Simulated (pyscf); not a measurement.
**F–Ta(F)(F)(F)–F, singlet**

Gas-phase minimum from PySCF at ωB97X-D3(BJ)/def2-SVP, one conformer. 

SMILES: [F][Ta]([F])([F])([F])[F]
```xyz
6

F      1.4071     1.6596    -0.2550
Ta     0.2389     0.2426     0.0105
F     -0.6064     1.1967     1.3957
F     -1.3654     0.1797    -0.9197
F      1.0821    -0.7144    -1.3743
F      0.6736    -1.1069     1.2079
```
Charge 0, spin multiplicity 1.

Bonded distances (Å): F1–Ta2 1.856, Ta2–F3 1.882, Ta2–F4 1.856, Ta2–F5 1.883, Ta2–F6 1.856. Angles (°): F1–Ta2–F3 90.1, F1–Ta2–F4 119.9, F1–Ta2–F5 90.1, F1–Ta2–F6 120.0, F3–Ta2–F4 89.9, F3–Ta2–F5 179.9, F3–Ta2–F6 89.9, F4–Ta2–F5 90.1, F4–Ta2–F6 120.1, F5–Ta2–F6 90.0.

Properties at ωB97X-D3(BJ)/def2-SVP:

- Harmonic wavenumbers, unscaled = 101, 102, 203, 203, 245, 283, 284, 678, 698, 732, 732, 752 cm⁻¹
- Zero-point energy = 7.2 kcal/mol
- Rotational symmetry number = 6
- Entropy of this conformer at 298 K and 1 atm, rigid rotor and harmonic oscillator, modes under 100 cm⁻¹ raised to 100 = 352.1 J/(mol K)
- Dipole moment = 0.01 D

Single-point totals, which compare only within one level:

| level | total energy (hartree) |
|---|---|
| ωB97X-D3(BJ)/def2-TZVP | -556.86566 |
| PBE/def2-TZVP | -556.39515 |
| r²SCAN/def2-TZVP | -556.66190 |
| B3LYP-D3(BJ)/def2-TZVP | -556.84635 |
| PBE0-D3(BJ)/def2-TZVP | -556.33110 |
| M06-2X/def2-TZVP | -556.52859 |
| ωB97M-D3(BJ)/def2-TZVP | -556.85542 |

Elements past Kr carry the def2 core potentials, without spin-orbit coupling.
